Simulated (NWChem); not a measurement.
# InI₂F; SMILES [F][In]([I])[I]

```xyz
4

In     0.0000     0.0000     0.6674
F      0.0000     0.0000     2.6179
I     -2.3552     0.0000    -0.5308
I      2.3552     0.0000    -0.5308
```
Atoms are numbered in this order, from 1.

All runs use the structure optimised with PBE0/def2-SVP. def2 effective core potentials on In, I; no spin-orbit coupling.

Symmetry labels are those of C2v in the frame above (b1 and b2, or b-type labels, depend on it).

Task: List the 6 lowest vertical singlet excitations from PBE/def2-SVP with def2 effective core potentials on In, I, full TDDFT (NWChem).

Result: 
| state | energy (eV) | oscillator strength | symmetry | leading excitation (squared amplitude) |
|---|---|---|---|---|
| S1 | 3.20 | 0.007 | b1 | HOMO → LUMO (0.99) |
| S2 | 3.30 | 0.000 | a2 | HOMO−1 → LUMO (1.00) |
| S3 | 3.39 | 0.010 | a1 | HOMO−2 → LUMO (0.99) |
| S4 | 3.56 | 0.008 | b2 | HOMO−3 → LUMO (1.00) |
| S5 | 4.43 | 0.038 | b1 | HOMO−4 → LUMO (0.67) |
| S6 | 4.44 | 0.000 | a2 | HOMO → LUMO+1 (1.00) |
